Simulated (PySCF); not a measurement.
## Two-component Hartree-Fock for Nb²⁺ (niobium, charge +2)

Start: [Kr] 4d3; 4d5/2 filled at m_j = +1/2, +3/2, +5/2. Calculated with PySCF 2.14 in x2c-TZVPall-2c with one added diffuse shell each of s, p, d type (9s10p8d1f, 86 functions): generalised Hartree-Fock with the X2C-1e Hamiltonian and a Gaussian nucleus; one run each with spin-orbit coupling (SO) switched off, then screened by Boettger's factors. This is a chosen level, not necessarily the ground level.

```json
{"spinor shell": "1s1/2", "electrons": "2", "ε, spin-free (eV)": "-19105.2", "ε, screened SO (eV)": "-19104.3", "weight of nominal j (screened SO)": "1.000", "rms radius, screened SO (bohr)": "0.0415"}
{"spinor shell": "2s1/2", "electrons": "2", "ε, spin-free (eV)": "-2761.3", "ε, screened SO (eV)": "-2761.1", "weight of nominal j (screened SO)": "1.000", "rms radius, screened SO (bohr)": "0.171"}
{"spinor shell": "2p1/2", "electrons": "2", "ε, spin-free (eV)": "-2461.2", "ε, screened SO (eV)": "-2527.3", "weight of nominal j (screened SO)": "1.000", "rms radius, screened SO (bohr)": "0.149"}
{"spinor shell": "2p3/2", "electrons": "4", "ε, spin-free (eV)": "-2461.2", "ε, screened SO (eV)": "-2430.2", "weight of nominal j (screened SO)": "1.000", "rms radius, screened SO (bohr)": "0.154"}
{"spinor shell": "3s1/2", "electrons": "2", "ε, spin-free (eV)": "-507.35", "ε, screened SO (eV)": "-507.33", "weight of nominal j (screened SO)": "1.000", "rms radius, screened SO (bohr)": "0.471"}
{"spinor shell": "3p1/2", "electrons": "2", "ε, spin-free (eV)": "-406.48", "ε, screened SO (eV)": "-417.65", "weight of nominal j (screened SO)": "1.000", "rms radius, screened SO (bohr)": "0.471"}
{"spinor shell": "3p3/2", "electrons": "4", "ε, spin-free (eV)": "-406.48", "ε, screened SO (eV)": "-401.27", "weight of nominal j (screened SO)": "1.000", "rms radius, screened SO (bohr)": "0.482"}
{"spinor shell": "3d3/2", "electrons": "4", "ε, spin-free (eV)": "-241.51", "ε, screened SO (eV)": "-243.25", "weight of nominal j (screened SO)": "0.983", "rms radius, screened SO (bohr)": "0.471"}
{"spinor shell": "3d5/2", "electrons": "6", "ε, spin-free (eV)": "-241.51", "ε, screened SO (eV)": "-240.36", "weight of nominal j (screened SO)": "0.989", "rms radius, screened SO (bohr)": "0.475"}
{"spinor shell": "4s1/2", "electrons": "2", "ε, spin-free (eV)": "-90.104", "ε, screened SO (eV)": "-90.123", "weight of nominal j (screened SO)": "1.000", "rms radius, screened SO (bohr)": "1.24"}
{"spinor shell": "4p3/2", "electrons": "4", "ε, spin-free (eV)": "-60.732", "ε, screened SO (eV)": "-59.665", "weight of nominal j (screened SO)": "0.870", "rms radius, screened SO (bohr)": "1.39"}
{"spinor shell": "4p1/2", "electrons": "2", "ε, spin-free (eV)": "-60.732", "ε, screened SO (eV)": "-63.033", "weight of nominal j (screened SO)": "0.740", "rms radius, screened SO (bohr)": "1.38"}
{"spinor shell": "4d5/2", "electrons": "3", "ε, spin-free (eV)": "-25.284", "ε, screened SO (eV)": "-25.256", "weight of nominal j (screened SO)": "0.766", "rms radius, screened SO (bohr)": "1.99"}
```

```tsv
quantity	spin-free	screened SO
E (hartree)	-3816.32451	-3816.72779
M_J	9/2	9/2
⟨J²⟩	24.758	24.758
⟨L²⟩	12.006	12.065
⟨S²⟩	3.752	3.741
```

Each row is a mean over spinors that exchange with the open shell spreads, by up to 6.777 eV (4p3/2).

Rows whose weight is well below 1 are mixtures of j = l ± 1/2: exchange outweighs spin-orbit coupling there, and the label is only the starting occupation.

Breit and QED terms are absent; they matter most for the inner s and p1/2 levels.

Densities and radii are taken from the X2C orbitals without a picture-change correction, which distorts them close to the nucleus.

Without spin-orbit coupling the j labels of p, d and f shells carry no meaning; the spin-free column gives the mean over the occupied spinors of each nl shell.
